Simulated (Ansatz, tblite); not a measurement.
Spin states of the cluster Li₃Si, each relaxed with PBE-D4/def2-TZVP in Ansatz. Electronic energies in the gas phase.

The xTB rows come from tblite. LC-ωPBE has ω = 0.4 bohr⁻¹. Correlated methods freeze 5 core orbitals; core or outer-core shells of Li are correlated, in sets that lack core-valence functions. The structure comes from a short search, and lower isomers may exist.

Doublet geometry (C2v within 0.1 Å):

Cartesian coordinates in Å:
```
Li 0.4733 1.4000 1.8828
Li -0.7598 -1.8781 -1.2748
Li 0.5784 0.9591 -1.2216
Si -0.2919 -0.4810 0.6136
```

Quartet geometry (C2v within 0.1 Å):

Cartesian coordinates in Å:
```
Li -0.761 -1.330 2.489
Li -0.841 0.711 -1.858
Li 1.717 0.829 -1.026
Si -0.115 -0.210 0.396
```

⟨S²⟩: doublet 0.79 at PBE0-D4/def2-TZVP (pure 0.75), quartet 3.76 at PBE0-D4/def2-TZVP (pure 3.75).

Run but left out: HF/def2-TZVP, HF/def2-TZVPP, PBE-QIDH/def2-TZVP, MP2/def2-TZVP, MP2/def2-TZVPP, CCSD/def2-TZVPP, CCSD(T)/def2-TZVPP (doublet: ⟨S²⟩ 1.15 to 1.56, where a pure state has 0.75).

Only these spin states were relaxed. The quartet has other bonds than the doublet, so the gap mixes isomer and spin.

```
               level  quartet − doublet (kcal/mol)  lowest of these                                  remarks
            GFN1-xTB                          51.0          doublet                                        –
    PBE-D4/def2-TZVP                          14.5          doublet                                        –
   PBE0-D4/def2-TZVP                          12.6          doublet                                        –
r2SCAN0-D4/def2-TZVP                          11.6          doublet  spin-contaminated (⟨S²⟩ 0.90) (doublet)
   LC-ωPBE/def2-TZVP                           8.1          doublet  spin-contaminated (⟨S²⟩ 0.86) (doublet)
```

Problem. Estimate the rows for GFN2-xTB, BLYP-D4/def2-TZVP, r2SCAN-D4/def2-TZVP, B97M-V/def2-TZVP, RPA@PBE/def2-TZVP.

Solution. 
```
              level  quartet − doublet (kcal/mol)  lowest of these                                  remarks
           GFN2-xTB                          24.8          doublet                                        –
  BLYP-D4/def2-TZVP                          16.1          doublet                                        –
r2SCAN-D4/def2-TZVP                          13.0          doublet  spin-contaminated (⟨S²⟩ 0.84) (doublet)
   B97M-V/def2-TZVP                          15.9          doublet                                        –
  RPA@PBE/def2-TZVP                          12.9          doublet                                        –
```

The xTB methods have no term that favours high spin, so they put low spin too low.
